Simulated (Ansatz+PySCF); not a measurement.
**singlet SiF₄: levels of theory in one basis**

```yaml
atoms:
  - { symbol: Si, position_ang: [0.0000, 0.0000, 0.0000] }
  - { symbol: F, position_ang: [0.8426, 0.8426, 0.8426] }
  - { symbol: F, position_ang: [0.8426, -0.8426, -0.8426] }
  - { symbol: F, position_ang: [-0.8426, 0.8426, -0.8426] }
  - { symbol: F, position_ang: [-0.8426, -0.8426, 0.8426] }
```

Basis set: def2-SVP (spherical functions). Left uncorrelated: 9 orbitals. Charge 0, multiplicity 1.

Computed with Ansatz (development build ahead of 0.2.0); each method stands on the lowest determinant of its kind that the runs found.

```tsv
method	E − E(RHF) (eV)	<S²> of the determinant
RHF	0.00	0.00
RHF-MP2	-22.01	–
RHF-CCSD(T)	-22.54	–
```

What does RHF-CCSD give on the same scale?

-22.27 eV.

Is a single determinant a sound starting point here?

By this sign, yes. Unrestricted orbitals gain 0.00 eV and <S²> is 0.00 against 0.00 for a pure state.
